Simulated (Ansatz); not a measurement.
Process, species as SMILES: C[SiH](C)C [trimethylsilane] + 3 [H][H] (H2) -> 3 C (CH4) + [SiH4] (SiH4)
Structures are relaxed separately at B3LYP-D3(BJ)/def2-TZVP in Ansatz (a program for electronic structure).
Geometry of the first species:
SMILES: C[SiH](C)C
```xyz
14

Si     0.0839    -0.0328     0.3680
C      1.6437    -0.3337    -0.6338
C     -1.2241    -1.3084    -0.0671
C     -0.5677     1.7000     0.0512
H      0.4134    -0.1615     1.8143
H      2.4215     0.3905    -0.3820
H      2.0455    -1.3325    -0.4498
H      1.4412    -0.2475    -1.7043
H     -0.8673    -2.3224     0.1259
H     -1.4931    -1.2448    -1.1244
H     -2.1338    -1.1577     0.5181
H     -0.8214     1.8334    -1.0034
H     -1.4670     1.8980     0.6383
H      0.1753     2.4562     0.3137
```

Wanted: energy of full hydrogenation (electronic energy difference), in kcal/mol. Valence correlation only, unless marked. Spin-orbit coupling is left out. No relativistic terms. CBS(X,Y): correlation extrapolated as X^-3; Hartree-Fock from the larger set. [CCSD(T)-MP2]/basis is that difference in the basis named.

```
level                                                                 program  energy of full hydrogenation (kcal/mol)  minus last row
-------------------------------------------------------------  --------------  ---------------------------------------  --------------
HF/STO-3G                                                              Ansatz                                    -26.0            -7.6
HF/6-31G*                                                              Ansatz                                    -40.2           -21.8
HF/aug-cc-pV(T+d)Z                                                     Ansatz                                    -34.4           -16.0
HF/cc-pV(Q+d)Z                                                         Ansatz                                    -34.6           -16.2
PBE-D3(BJ)/def2-TZVPD                                          Ansatz + dftd3                                    -17.4             1.0
B3LYP-D4/def2-TZVPD                                            Ansatz + dftd4                                    -20.9            -2.5
PBE0/STO-3G                                                            Ansatz                                    -16.4             2.0
PBE0/6-31G*                                                            Ansatz                                    -26.9            -8.5
r2SCANh-D4/def2-TZVPD                                          Ansatz + dftd4                                    -18.0             0.4
r2SCANh/def2-TZVPD                                                     Ansatz                                    -19.0            -0.6
wB97M-V/def2-TZVPD                                                     Ansatz                                    -18.5            -0.1
RI-MP2/cc-pV(T+d)Z                                                     Ansatz                                    -17.1             1.3
RI-MP2/CBS(aug-cc-pV(T+d)Z,aug-cc-pV(Q+d)Z)                            Ansatz                                    -14.6             3.8
SCS-MP2/6-31G                                                          Ansatz                                    -21.8            -3.4
SCS-MP2/cc-pV(Q+d)Z                                                    Ansatz                                    -20.1            -1.7
CCSD/6-31G                                                             Ansatz                                    -21.3            -2.9
CCSD(T)/6-31G                                                          Ansatz                                    -19.9            -1.5
CCSD(T)/aug-cc-pV(T+d)Z                                                Ansatz                                    -19.3            -0.9
CCSD(T)/cc-pV(T+d)Z                                                    Ansatz                                    -20.6            -2.2
RI-MP2/CBS(cc-pV(T+d)Z,cc-pV(Q+d)Z)+[CCSD(T)-MP2]/cc-pV(Q+d)Z          Ansatz                                    -18.5            -0.1
CCSD(T)/CBS(cc-pV(T+d)Z,cc-pV(Q+d)Z)                                   Ansatz                                    -18.4             0.0
```
